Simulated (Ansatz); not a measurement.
Compare A (`C[NH][AlH][NH2]`) with its isomer B (`NC[NH][AlH2]`).

Isolated molecules relaxed with PBE0-D4/def2-TZVP in Ansatz; ΔE leaves out vibrations. CCSD(T)/CBS is the MP2 limit (def2-TZVPP, def2-QZVPP) plus CCSD(T) − MP2 in def2-TZVPP, frozen cores. DFT in def2-TZVPP. B3LYP here is the variant with VWN-RPA as its local correlation; programs differ in this. Each species was taken in one conformer, which may not be the lowest.

A:

```xyz
11

C    -0.7537   -0.9445   -1.1615
N    -1.0363    0.1516   -0.2626
Al    0.0346    0.9574    0.8945
N     1.7167    0.4329    1.0642
H    -1.3701   -1.8285   -0.9555
H    -0.9027   -0.6748   -2.2144
H     0.2892   -1.2557   -1.0598
H    -1.9914    0.4664   -0.3401
H    -0.5212    2.1480    1.7724
H     2.3669    0.8580    1.7044
H     2.1680   -0.3109    0.5585
```

B:

```xyz
11

N     0.751   -1.055   -1.327
C    -0.357   -0.664   -0.474
N     0.127   -0.088    0.751
Al   -0.225    1.507    1.432
H     0.422   -1.576   -2.132
H     1.242   -0.235   -1.665
H    -0.944   -1.573   -0.284
H    -1.042    0.065   -0.934
H     0.770   -0.720    1.210
H    -1.185    2.457    0.603
H     0.441    1.881    2.819
```

Task: Which isomer does CCSD(T)/CBS put lower? Give the gap. (Best estimate.)

Result: Computed: A, by 142.9 kJ/mol.

Task: Give E(B) − E(A) in kJ/mol with B2PLYP, BLYP-D4, PBE0-D4, MP2/def2-TZVPP, B3LYP, CCSD/def2-TZVPP, CCSD(T)/def2-TZVPP. (Estimate.)

Result: Ansatz gave: B2PLYP 142.7, BLYP-D4 137.7, PBE0-D4 134.8, MP2/def2-TZVPP 144.7, B3LYP 141.0, CCSD/def2-TZVPP 140.4, CCSD(T)/def2-TZVPP 139.1. None reverses the order clearly.

Task: Does the order hold for the free energy at 298.15 K (harmonic terms from PBE0-D4)? (Estimate.)

Result: Ansatz gave: Yes: G(B) − G(A) = +143.1 kJ/mol, for one conformer each.

Largest T1 diagnostic: 0.011.

At CCSD(T), def2-SVP lies −20.6 kJ/mol from the extrapolated value and def2-TZVPP −3.8 kJ/mol. Leaving LDA and LC-ωPBE aside and taking each functional with its dispersion term where it has one, the values, not all of them listed here, spread over 14.4 kJ/mol, from revPBE-D4 to BHLYP-D4. LDA lies −5.1 kJ/mol from PBE without D4.
